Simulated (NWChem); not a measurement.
GaF, singlet; SMILES [F][Ga]

Computed with NWChem. Low-valent species are run as closed-shell singlets; no triplet was tried in these runs. Structure relaxed at the PBE0/def2-SVP level. Vertical excitations in the gas phase.

Problem. What does the run give for LRC-wPBEh/def2-SVPD, TDA? Quantities: lowest excitation, singlet (eV); oscillator strength of that lowest state; lowest triplet (eV); orbital gap (eV).

Solution. The lowest excitation, singlet (eV) comes out as 5.94. The oscillator strength of that lowest state is 0.362 and the lowest triplet (eV) comes out as 3.74. The orbital gap (eV) is 9.89.
